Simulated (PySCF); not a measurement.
Atom-mapped SMILES (the numbers label the heavy atoms): `[F:1]/[CH:2]=[CH:3]/[C@@H:4]1[CH2:5][BH:6][CH2:7][CH2:8][CH2:9]1` (H(Xn): hydrogen on atom n). Ha(C5), Ha(C7), Ha(C8), Ha(C9) are cis to C3 on the ring; Hb(C5), Hb(C7), Hb(C8), Hb(C9) are trans to C3 on the ring.

Geometry: PBE0-D3(BJ)/def2-SVP; GIAO absolute shieldings from PySCF, gas phase, non-relativistic, averaged over equivalent atoms.

At PBE0/pcSseg-1 (213 basis functions, 74 s wall time on 1 thread of an Arm Neoverse N1, shared host):
```json
{"atoms": "F1", "σ (ppm)": "306.2"}
{"atoms": "C2", "σ (ppm)": "27.0"}
{"atoms": "C3", "σ (ppm)": "58.7"}
{"atoms": "C9", "σ (ppm)": "146.8"}
{"atoms": "C4", "σ (ppm)": "150.3"}
{"atoms": "C5", "σ (ppm)": "152.0"}
{"atoms": "C7", "σ (ppm)": "154.1"}
{"atoms": "C8", "σ (ppm)": "159.0"}
{"atoms": "B6", "σ (ppm)": "14.2"}
{"atoms": "H(B6)", "σ (ppm)": "23.66"}
{"atoms": "H(C2)", "σ (ppm)": "24.72"}
{"atoms": "H(C3)", "σ (ppm)": "25.55"}
{"atoms": "H(C4)", "σ (ppm)": "29.12"}
{"atoms": "Hb(C7)", "σ (ppm)": "29.14"}
{"atoms": "Hb(C5)", "σ (ppm)": "29.14"}
{"atoms": "Ha(C8)", "σ (ppm)": "29.43"}
{"atoms": "Hb(C9)", "σ (ppm)": "29.54"}
{"atoms": "Hb(C8)", "σ (ppm)": "29.81"}
{"atoms": "Ha(C9)", "σ (ppm)": "30.29"}
{"atoms": "Ha(C7)", "σ (ppm)": "30.50"}
{"atoms": "Ha(C5)", "σ (ppm)": "30.78"}
```

Problem. Predict the values at wB97X-D/pcSseg-1 on the same geometry.

Solution. 
```json
{"atoms": "F1", "σ at wB97X-D/pcSseg-1": "313.9", "change": "+7.7"}
{"atoms": "C2", "σ at wB97X-D/pcSseg-1": "26.3", "change": "-0.7"}
{"atoms": "C3", "σ at wB97X-D/pcSseg-1": "58.4", "change": "-0.3"}
{"atoms": "C9", "σ at wB97X-D/pcSseg-1": "147.5", "change": "+0.7"}
{"atoms": "C4", "σ at wB97X-D/pcSseg-1": "151.4", "change": "+1.1"}
{"atoms": "C5", "σ at wB97X-D/pcSseg-1": "153.9", "change": "+1.9"}
{"atoms": "C7", "σ at wB97X-D/pcSseg-1": "156.3", "change": "+2.2"}
{"atoms": "C8", "σ at wB97X-D/pcSseg-1": "159.9", "change": "+0.9"}
{"atoms": "B6", "σ at wB97X-D/pcSseg-1": "19.1", "change": "+4.9"}
{"atoms": "H(B6)", "σ at wB97X-D/pcSseg-1": "24.02", "change": "+0.36"}
{"atoms": "H(C2)", "σ at wB97X-D/pcSseg-1": "24.81", "change": "+0.09"}
{"atoms": "H(C3)", "σ at wB97X-D/pcSseg-1": "25.67", "change": "+0.12"}
{"atoms": "H(C4)", "σ at wB97X-D/pcSseg-1": "29.37", "change": "+0.25"}
{"atoms": "Hb(C7)", "σ at wB97X-D/pcSseg-1": "29.38", "change": "+0.24"}
{"atoms": "Hb(C5)", "σ at wB97X-D/pcSseg-1": "29.39", "change": "+0.25"}
{"atoms": "Ha(C8)", "σ at wB97X-D/pcSseg-1": "29.60", "change": "+0.17"}
{"atoms": "Hb(C9)", "σ at wB97X-D/pcSseg-1": "29.70", "change": "+0.16"}
{"atoms": "Hb(C8)", "σ at wB97X-D/pcSseg-1": "30.00", "change": "+0.19"}
{"atoms": "Ha(C9)", "σ at wB97X-D/pcSseg-1": "30.45", "change": "+0.16"}
{"atoms": "Ha(C7)", "σ at wB97X-D/pcSseg-1": "30.69", "change": "+0.19"}
{"atoms": "Ha(C5)", "σ at wB97X-D/pcSseg-1": "30.97", "change": "+0.19"}
```

The largest change is at F1 (vinylic fluorine). Cost: 213 basis functions, 93 s wall time on 1 thread of an Arm Neoverse N1, shared host. The order of the carbon signals is the same at both levels.

A carbon bonded to boron is broadened by the quadrupolar boron nucleus and is often missing from a measured spectrum.
